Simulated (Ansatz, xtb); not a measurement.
# C3H8ClFSi: which of two isomers lies lower

We compare X, `C[C@H](Cl)C[SiH2]F`, a singlet, with Y, `C[C@H](F)C[SiH2]Cl`, a singlet. Both are isolated molecules in the gas phase, relaxed with B3LYP-D3(BJ)/def2-SVP, each in the lowest conformer that the search found.

X (Å):

```xyz
14

C     0.8686    0.0354   -0.7033
C     0.0692    1.3001   -0.9591
C    -1.1046    1.5096   -0.0112
Cl    1.1901    2.7554   -0.8382
F    -3.5165    2.9595    0.2975
Si   -1.9771    3.1715   -0.2144
H     0.2125   -0.8432   -0.8184
H     1.7042   -0.0578   -1.4118
H     1.2747    0.0329    0.3197
H    -0.2786    1.3274   -2.0021
H    -1.8503    0.7130   -0.1858
H    -0.7669    1.4031    1.0340
H    -2.0321    3.5545   -1.6506
H    -1.3868    4.2448    0.6210
```

Y (Å):

```yaml
atoms:
  - { symbol: C, position_ang: [2.0830, 0.6586, 1.0947] }
  - { symbol: C, position_ang: [0.7117, 1.2144, 0.7644] }
  - { symbol: C, position_ang: [-0.2334, 0.2096, 0.1162] }
  - { symbol: Cl, position_ang: [-1.9938, 2.6767, -0.9809] }
  - { symbol: F, position_ang: [0.1208, 1.6615, 1.9522] }
  - { symbol: Si, position_ang: [-2.0133, 0.8133, -0.0375] }
  - { symbol: H, position_ang: [1.9930, -0.2038, 1.7738] }
  - { symbol: H, position_ang: [2.5971, 0.3299, 0.1783] }
  - { symbol: H, position_ang: [2.7006, 1.4261, 1.5848] }
  - { symbol: H, position_ang: [0.8039, 2.0992, 0.1105] }
  - { symbol: H, position_ang: [-0.2473, -0.7273, 0.7031] }
  - { symbol: H, position_ang: [0.1344, -0.0495, -0.8909] }
  - { symbol: H, position_ang: [-2.6914, 0.9556, 1.2737] }
  - { symbol: H, position_ang: [-2.7828, -0.1256, -0.8986] }
```

Quicker runs give these differences E(Y) − E(X): GFN2-xTB +53.0 kJ/mol; HF/STO-3G −90.1 kJ/mol (at GFN2-xTB geometries); r2SCAN-D4/def2-SVP +27.4 kJ/mol (at GFN2-xTB geometries).

Task: Estimate which is lower in electronic energy at CCSD(T)/def2-SVP + ΔMP2/def2-TZVPP, and by roughly how much.

Result: The CCSD(T)/def2-SVP + ΔMP2/def2-TZVPP calculation puts structure X lower, by 48.5 kJ/mol.

The same difference at several levels:

```
                             level               geometry  E(Y) − E(X) (kJ/mol)  departure from the last row (kJ/mol)  job, with rough time for the two
                          GFN2-xTB               GFN2-xTB                   +53.0                                  +4.5              optimisation, 0.23 s
                         HF/STO-3G               GFN2-xTB                   −90.1                                −138.6              single point, 0.34 s
                r2SCAN-D4/def2-SVP               GFN2-xTB                   +27.4                                 −21.1               single point, 3.8 s
             B3LYP-D3(BJ)/def2-SVP  B3LYP-D3(BJ)/def2-SVP                   +28.0                                 −20.5                optimisation, 42 s
                       HF/def2-SVP  B3LYP-D3(BJ)/def2-SVP                   +18.9                                 −29.6           part of the CCSD(T) run
                      MP2/def2-SVP  B3LYP-D3(BJ)/def2-SVP                   +40.3                                  −8.1           part of the CCSD(T) run
                  CCSD(T)/def2-SVP  B3LYP-D3(BJ)/def2-SVP                   +33.9                                 −14.5                      single point
CCSD(T)/def2-SVP + ΔMP2/def2-TZVPP  B3LYP-D3(BJ)/def2-SVP                   +48.5                                                      single point, 47 s
```

As drawn, Y has 1 C–F, 1 Cl–Si in place of 1 C–Cl, 1 F–Si.

HF/STO-3G puts the two in the other order. The largest departure from CCSD(T)/def2-SVP + ΔMP2/def2-TZVPP is that of HF/STO-3G, 138.6 kJ/mol. The last row adds to CCSD(T) the change of the MP2 difference between the two basis sets, here +14.5 kJ/mol, a large step that makes the value less sure.

With thermal terms from frequencies at re-optimised GFN2-xTB minima (ideal gas, soft modes damped towards free rotors, one conformer each, 298.15 K, 1 atm): the zero-point term adds +0.3 kJ/mol; ΔH is +48.7 and ΔG +48.9 kJ/mol.

The correlated steps freeze 14 core orbitals. Run with Ansatz 0.2.0, xtb 6.7.1; the last row on 4 threads of Arm Neoverse V1 on a shared host.
